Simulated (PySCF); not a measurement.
A structure optimised at B3LYP-D3(BJ)/def2-SVP, used in a PySCF frequency run:

```
O
Si 1 1.6720
Ga 1 1.7536 2 139.86
F 3 1.7368 1 120.50 2 180.00
F 3 1.7419 4 117.72 1 180.00
H 2 1.4870 1 107.67 3 180.00
H 2 1.4914 6 109.65 1 -120.16
H 2 1.4914 6 109.65 7 -119.68
```
Charge 0, spin multiplicity 1.

Q: Write its SMILES, formula and point group.

A: [F][Ga]([F])[O][SiH3], F₂GaH₃OSi, Cs

Q: What are its rotational constants (standard atomic weights)?

A: 5.6214, 1.4195, 1.1486 GHz
